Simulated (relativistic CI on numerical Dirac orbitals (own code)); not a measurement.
**Charge states of cerium**

Computed by Dirac-Coulomb-Breit CI, separate exchange-only KLI orbitals for each configuration, a model potential for QED, valence Slater integrals scaled by 0.9 (own radial code, finite nucleus).

Each species is treated in one configuration, given outside its closed core. Radial values are for the open shell of highest l, unscaled and averaged over j; ζ includes the Breit term. Labels give the leading LS character, summed over repeated terms.

```csv
Ion,Configuration,Its lowest level,LS weight (%),ζ (cm⁻¹),⟨r⟩ (bohr),⟨r²⟩ (bohr²),g_J,g√(J(J+1))
Ce,4f.5d.6s2,1G°_4,70,617.6,1.118,1.68,0.963,4.31
Ce⁺,4f.5d2,4H°_7/2,80,616.5,1.129,1.716,0.712,2.83
Ce²⁺,4f2,3H_4,98,511.2,1.225,2.037,0.804,3.59
Ce³⁺,4f,2F°_5/2,100,607.8,1.068,1.467,0.856,2.53
Ce⁴⁺,4d10.5s2.5p6,1S_0,100,,,,,0.00
Ce⁵⁺,4d10.5s2.5p5,2P°_3/2,100,17860,1.613,2.913,1.334,2.58
Ce⁶⁺,4d10.5s2.5p4,3P_2,83,18950,1.577,2.779,1.418,3.47
Ce⁷⁺,4d10.5s2.5p3,4S°_3/2,67,20060,1.543,2.659,1.730,3.35
Ce⁸⁺,4d10.5s2.5p2,3P_0,85,21190,1.512,2.55,,0.00
Ce⁹⁺,4d10.5s2.5p,2P°_1/2,100,22330,1.483,2.451,0.665,0.58
Ce¹⁰⁺,4d10.5s2,1S_0,100,,,,,0.00
Ce¹¹⁺,4d10.5s,2S_1/2,100,,1.316,1.928,2.001,1.73
Ce¹²⁺,4d10,1S_0,100,,,,,0.00
Ce¹³⁺,4d9,2D_5/2,100,11240,0.7062,0.572,1.199,3.55
Ce¹⁴⁺,4d8,3F_4,96,11630,0.6957,0.5546,1.238,5.54
Ce¹⁵⁺,4d7,4F_9/2,82,12030,0.6858,0.5383,1.290,6.42
Ce¹⁶⁺,4d6,5D_4,76,12440,0.6761,0.5229,1.427,6.38
Ce¹⁷⁺,4d5,6S_5/2,78,12860,0.6669,0.5084,1.891,5.59
Ce¹⁸⁺,4d4,5D_0,55,13280,0.658,0.4946,,0.00
Ce¹⁹⁺,4d3,4F_3/2,76,13700,0.6494,0.4816,0.522,1.01
Ce²⁰⁺,4d2,3F_2,85,14140,0.641,0.4691,0.718,1.76
Ce²¹⁺,4d,2D_3/2,100,14570,0.633,0.4573,0.798,1.54
Ce²²⁺,3d10.4s2.4p6,1S_0,100,,,,,0.00
Ce²³⁺,3d10.4s2.4p5,2P°_3/2,100,128700,0.6032,0.4107,1.332,2.58
```

At low charge ζ of a weakly bound d or f electron comes out too small.
